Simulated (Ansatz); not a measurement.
Ansatz (an electronic-structure program) input (SVWN5/def2-TZVPD):

Ansatz 0.2 input:
```yaml
crystal:
  periodic: [false, false, false]
  atoms:
    - {symbol: C, position_ang: [-1.56289751, 0.07488891, -0.02921117]}
    - {symbol: C, position_ang: [-0.35967586, -0.44105238, -0.71570794]}
    - {symbol: C, position_ang: [0.95593966, -0.09731581, -0.06182134]}
    - {symbol: O, position_ang: [1.07916202, 0.54670366, 0.94593619]}
    - {symbol: H, position_ang: [-1.46340044, 0.65405543, 0.87601448]}
    - {symbol: H, position_ang: [-2.54601833, -0.12457396, -0.42903952]}
    - {symbol: H, position_ang: [-0.29230953, -0.09028344, -1.75903592]}
    - {symbol: H, position_ang: [-0.37919533, -1.53842485, -0.82296003]}
    - {symbol: H, position_ang: [1.84742969, -0.49352672, -0.59202579]}
basis:
  gaussian:
    orbitals: def2-TZVPD
hamiltonian:
  xc: {name: SVWN5}
magnetization: {spin_polarized: true, initial_magnetization: 1}
output: {forces: true}
```

Output:

```
Functional definition: SVWN5
integrals: 0.08 GiB planned
961 factors; their error is unknown
mean field: 0.97 GiB planned
mean field evaluation 1: about -5184.1282 eV, gradient 4.9e1 eV
mean field evaluation 2: about -5158.8562 eV, gradient 8.9e1 eV
mean field evaluation 4: about -5194.4676 eV, gradient 1.0e1 eV
mean field evaluation 8: about -5194.8625 eV, gradient 1.4e-1 eV
mean field evaluation 16: about -5194.8252 eV, gradient 3.6e-4 eV
mean field -5194.82523779 eV, -190.9063063097 hartree, gradient 1.3e-5 eV, S^2 0.752277; 0 other end points of the search recorded, 0 dependent functions left out
the calculation of the forces begins
reference -5194.82528547 eV, -190.9063080618 hartree; 16, 15 occupied and 180, 181 virtual orbitals, 961 factors
Total energy: -5194.82528547 eV, -190.9063080618 hartree
Atom 0 at    -1.562898     0.074889    -0.029211 Å, force     0.778601    -0.375825    -0.509145 eV/Å
Atom 1 at    -0.359676    -0.441052    -0.715708 Å, force    -0.178966     0.618834     0.940745 eV/Å
Atom 2 at     0.955940    -0.097316    -0.061821 Å, force    -0.623919    -0.035910    -0.113466 eV/Å
Atom 3 at     1.079162     0.546704     0.945936 Å, force    -0.128058     0.062210     0.084355 eV/Å
Atom 4 at    -1.463400     0.654055     0.876014 Å, force     0.128030     0.243071     0.387923 eV/Å
Atom 5 at    -2.546018    -0.124574    -0.429040 Å, force    -0.357024    -0.080725    -0.158023 eV/Å
Atom 6 at    -0.292310    -0.090283    -1.759036 Å, force     0.042726     0.067097    -0.341167 eV/Å
Atom 7 at    -0.379195    -1.538425    -0.822960 Å, force     0.018228    -0.341210    -0.077238 eV/Å
Atom 8 at     1.847430    -0.493527    -0.592026 Å, force     0.320382    -0.157541    -0.213984 eV/Å
Dipole moment:    -0.155452    -0.306220    -0.488161 e Å
```

It need not be the lowest isomer of its formula.
